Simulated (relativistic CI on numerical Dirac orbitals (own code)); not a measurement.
# One change at a time: Au²¹⁺

Base calculation: Dirac-Coulomb-Breit CI, KLI orbitals optimised for each configuration, a model potential for QED, unscaled Slater integrals.

CI space (outside the closed core [Ar] 3d10): 4s2 4p6 4d10 4f12, 4s2 4p6 4d10 4f11 5s, 4s2 4p6 4d10 4f10 5s2, 4s2 4p6 4d10 4f11 5p, 4s2 4p6 4d10 4f10 5s 5p, 4s2 4p6 4d9 4f13, 4s2 4p6 4d10 4f10 5p2, 4s2 4p6 4d10 4f10 5s 5d, 4s2 4p6 4d10 4f11 5d, 4s2 4p6 4d8 4f14, 4s2 4p6 4d9 4f11 5s2, 4s2 4p6 4d10 4f11 5f, 4s2 4p6 4d10 4f11 6s, 4s2 4p6 4d9 4f12 5s, 4s2 4p5 4d10 4f13, 4s2 4p6 4d10 4f11 6p, 4s2 4p6 4d10 4f11 5g, 4s2 4p6 4d10 4f11 6d, 4s2 4p6 4d9 4f12 5p, 4s2 4p6 4d10 4f11 7s, 4s 4p6 4d10 4f13, 4s2 4p6 4d8 4f13 5s, 4s2 4p6 4d10 4f11 6g, 4s2 4p4 4d10 4f14, 4s2 4p5 4d10 4f12 5s, 4s2 4p5 4d9 4f14, 4s 4p6 4d10 4f11 5s2, 4p6 4d10 4f14, 4s 4p6 4d9 4f14, 4s 4p6 4d10 4f12 5s, 4s2 4p5 4d10 4f12 6s, 4s 4p5 4d10 4f14, 4s 4p6 4d10 4f12 6s, 4s 4p6 4d10 4f12 7s. Levels of other configurations are missing.

The lowest level and the first level of each name with at least 55 % of one term (blank where a level has no safe partner in the second run):

| Level | Base (cm⁻¹) | Shift (cm⁻¹) |
| --- | --- | --- |
| 4s2 4p6 4d10 4f12 3H_6 | 0 | 0 |
| 4s2 4p6 4d10 4f12 3F_4 | 9852 | +12 |
| 4s2 4p6 4d10 4f12 3H_5 | 29301 | -335 |
| 4s2 4p6 4d10 4f12 3F_3 | 42093 | -347 |
| 4s2 4p6 4d10 4f12 3P_0 | 81415 | -201 |
| 4s2 4p6 4d10 4f12 1I_6 | 83965 | -363 |
| 4s2 4p6 4d10 4f12 3P_1 | 90218 | -404 |
| 4s2 4p6 4d10 4f12 1S_0 | 171720 | -714 |
| 4s2 4p6 4d10 4f11 5s 5I°_8 | 275304 | -7392 |
| 4s2 4p6 4d10 4f11 5s 5I°_7 | 287839 | -7394 |
| 4s2 4p6 4d10 4f11 5s 5I°_6 | 305688 | -7390 |
| 4s2 4p6 4d10 4f11 5s 5F°_3 | 334649 | -7386 |
| 4s2 4p6 4d10 4f11 5s 3K°_8 | 349727 | -7380 |
| 4s2 4p6 4d10 4f11 5s 3K°_7 | 354008 | -7380 |
| 4s2 4p6 4d10 4f11 5s 3P°_0 | 362155 | -7382 |
| 4s2 4p6 4d10 4f11 5s 3P°_1 | 365561 | -7384 |
| 4s2 4p6 4d10 4f11 5s 3K°_6 | 368220 | -7378 |
| 4s2 4p6 4d10 4f11 5s 5G°_2 | 368271 | -7381 |
| 4s2 4p6 4d10 4f11 5s 5D°_4 | 374268 | -7381 |
| 4s2 4p6 4d10 4f11 5s 3I°_5 | 381637 | -7375 |
| 4s2 4p6 4d10 4f11 5s 3L°_9 | 383154 | -7372 |

At this charge transitions that keep the count of f electrons are usually good to a few per cent. Terms inside the open d or f shell come out 10 to 20 % too wide with unscaled integrals. Levels that differ in their count of f electrons can be misplaced by several ten thousand cm⁻¹, since the correlation energy of f electrons is missing or only estimated; rates across such gaps can be off by orders of magnitude.

**Question.** One thing was changed in a second run, which moved the levels as shown. Which?
A. QED terms removed
B. one mean potential for all configurations
C. non-relativistic limit
D. configuration mixing switched off
E. Breit term removed

**Answer.** B. One mean potential for all configurations. One potential for all configurations removes the relaxation of the orbitals, which moves whole configurations and changes the integrals a little.

LS names give the leading component of a level, which can be under half, so a name can repeat, a term be missing and a line seem to break the LS rules.
